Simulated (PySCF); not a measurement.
## Stretching LaN

Set-up: PySCF, spin-free X2C with a Gaussian nucleus, basis sets La x2c-TZVPPall, N x2c-TZVPPall. Energies in eV from La (5d1 6s2) + N in their ground configurations at the same level. State: singlet, about 0.2 electrons in the 4f shell (Mulliken).

```tsv
R (Å)	M06
1.548	-3.828
1.620	-4.824
1.692	-5.370
1.746	-5.561
1.800	-5.608
1.854	-5.543
1.926	-5.323
2.016	-4.897
2.124	-4.248
2.268	-3.281
```

**Question.** Put a parabola through the three lowest points of the M06 curve and estimate Re, k and ωe (reduced mass 12.72 u; 1 eV/Å² = 0.16022 mdyn/Å; ωe = 1302.8·√(k/μ) cm⁻¹).

**Answer.** Through R = 1.746, 1.8, 1.854 Å the second-order coefficient is 19.2 eV/Å², so Re ≈ 1.796 Å, k ≈ 6.15 mdyn/Å and ωe ≈ 906 cm⁻¹. A polynomial fit of higher order to the unrounded M06 energies gives Re = 1.794 Å, k = 6.33 mdyn/Å, ωe = 919 cm⁻¹; anharmonicity and rounding make the difference.

The higher-order fit for each curve: M06: Re = 1.794 Å, ωe = 919 cm⁻¹, De = 5.61 eV.

These are scalar-relativistic numbers at best; spin–orbit coupling would shift them, the dissociation energy most.
